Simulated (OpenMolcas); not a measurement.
Cu3+ (d8) among equal point charges was computed by CASSCF with the d shell active (OpenMolcas, ANO-RCC-VDZP on the metal). Its lowest spin-free states, and all those of the highest spin:

```csv
2S+1,Degeneracy,E (cm-1)
3,2,0.0
3,1,896.6
3,2,7151
3,2,13237
1,1,15010
1,2,18807
1,2,19458
3,2,27181
1,1,31680
1,2,31722
1,2,33358
1,2,41328
3,1,47205
```

**Question.** Is the site octahedral, tetrahedral or cube-like, axial, or of lower symmetry?

**Answer.** The states with 2S+1 = 3 have orbital degeneracies 2, 1, 2, 2, 2, 1. There are pairs but no triples, so the site is axial: not cubic, but with a proper or improper axis of order three or more. The run had Cu3+ among 2 point charges of -3 e arranged as a linear pair (D∞h), 1.71 Å from the ion.

Spin-orbit coupling mixes the spin-free states strongly: the lowest level takes only 58 % from its leading state, 3Π. Without dynamic correlation the repulsion within the d shell is too large (B by tens of per cent), so at a given field states of lower spin stand too high. Point charges carry no covalency, so the field is a model and not that of real ligands. No measured value stands beside these numbers.
